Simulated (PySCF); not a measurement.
**Structure elucidation problem**

Molecular formula: C$_{7}$H$_{5}$NO. Simulated spectra:

1H NMR (400 MHz, computed): δ 7.57 (m, 2H), 7.38 (t, 1H), 7.32 (d, 2H).

13C{1H} NMR (computed): δ 142.3 (C), 136.4 (CH, 2C), 132.0 (CH, 2C), 131.9 (C), 131.1 (CH).

All values are calculated (PySCF 2.14.0 with density-fitted response routines): NMR shieldings at B97-2/pcSseg-2/GIAO, coordinates at the PBE0-D3(BJ)/def2-TZVP level. In vacuum, rapidly exchanging positions averaged, one conformer, non-relativistic Hamiltonian.

Referencing at the same level of theory: 1H (σref 31.64), 13C (σref 185.38) vs TMS.

Which of these isomers gave the spectra?
A. O=C=Nc1ccccc1
B. N#Cc1ccc(O)cc1
C. N#COc1ccccc1

Results:

A. 

1. The formula gives 6 degrees of unsaturation (1 ring in the answer).
2. 5 carbon signals for 7 carbons: some carbons are equivalent by symmetry or fast rotation.
3. Carbon types of the structure: 2 × C, 5 × CH, which accounts for all hydrogens.
4. δC 142.3: aromatic carbon bearing nitrogen; the electronegative substituent deshields the carbon that carries it.
5. δC 136.4, 132.0, 131.1: aromatic CH; the aromatic region.
6. δC 131.9: central carbon of a heterocumulene.
7. δH 7.57, 7.38, 7.32: hydrogen on an aromatic CH; the ring current deshields protons in the ring plane.

The others: N#COc1ccccc1 has carbons computed at 161.6, 137.3, 132.1, 120.6, 113.6; N#Cc1ccc(O)cc1 would give 2 signals for carbon-bound and other non-exchanging H, not 3.

Shifts are as computed. Against solution values, carbons near 30 ppm lie about +3 ppm off and those near 130 ppm about +7 ppm. Of 1309 compounds with measured shifts, 239 miss one by over three times the rms of a fit or turn the order of signals round; such compounds aren't used in these exercises. Multiplicities follow the n + 1 count of equivalent neighbours, as no J values were calculated; m marks all less simple cases, F and P coupling included.
